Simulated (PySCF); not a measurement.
## TaO: from constants to spectrum

PBE0 constants of TaO, ⁴Σ⁻ (quartet), unpaired electrons σ ↑, δ ↑↑, a second solution, started from another occupation (PySCF, scalar-relativistic core potentials, basis sets Ta cc-pVDZ-PP with ECP60, O cc-pVDZ; masses 180.9480 and 15.9949 u):

- ωe: 1011.4 cm⁻¹
- ωexe: 3.05 cm⁻¹
- Be: 0.39965 cm⁻¹
- αe: 0.00168 cm⁻¹
- D (centrifugal): 2.5e-07 cm⁻¹

Q: Give the vibrational terms G(v) and spacings up to v = 6.

A: G(v) = ωe(v+½) − ωexe(v+½)².

```json
{"v": "0", "G(v) (cm⁻¹)": "504.9", "G(v) − G(v−1)": "", "Bv (cm⁻¹)": "0.3988"}
{"v": "1", "G(v) (cm⁻¹)": "1510.2", "G(v) − G(v−1)": "1005.3", "Bv (cm⁻¹)": "0.3971"}
{"v": "2", "G(v) (cm⁻¹)": "2509.4", "G(v) − G(v−1)": "999.2", "Bv (cm⁻¹)": "0.3955"}
{"v": "3", "G(v) (cm⁻¹)": "3502.5", "G(v) − G(v−1)": "993.1", "Bv (cm⁻¹)": "0.3938"}
{"v": "4", "G(v) (cm⁻¹)": "4489.5", "G(v) − G(v−1)": "987.0", "Bv (cm⁻¹)": "0.3921"}
{"v": "5", "G(v) (cm⁻¹)": "5470.4", "G(v) − G(v−1)": "980.9", "Bv (cm⁻¹)": "0.3904"}
{"v": "6", "G(v) (cm⁻¹)": "6445.2", "G(v) − G(v−1)": "974.8", "Bv (cm⁻¹)": "0.3887"}
```

De is left out where the level can put another filling of the metal’s s and d shells below the measured ground configuration, by anything from nothing to about 1 eV. These are scalar-relativistic numbers at best; spin–orbit coupling would shift them, the dissociation energy most.
